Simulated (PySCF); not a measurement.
**How methods differ on the ionisation energy of Sb²⁺**

Sb²⁺ [Kr] 4d10 5s2 5p1 (2P) → Sb³⁺ [Kr] 4d10 5s2 (1S), as a difference of total energies. Calculation: PySCF 2.14, in ANO-RCC-VTZP; scalar relativity by spin-free X2C-1e. Correlated levels: valence: [Kr] 4d10 frozen. The calculations carry no spin-orbit coupling.

```csv
method,ionisation energy (eV),plus first-order spin-orbit estimate,error of that sum (eV)
UHF,24.162,24.652,-0.671
MP2 (valence),24.368,24.858,-0.465
SCS-MP2 (valence),24.358,24.848,-0.475
CCSD (valence),24.436,24.926,-0.397
CCSD(T) (valence),24.450,24.940,-0.383
```

Reference: 25.323 eV (measured; NIST Atomic Spectra Database, ionization energies).

A first-order spin-orbit estimate (lowest level to lowest level, LS coupling) adds 0.490 eV.

Errors of the correlated levels include the incompleteness of this basis and the frozen core.
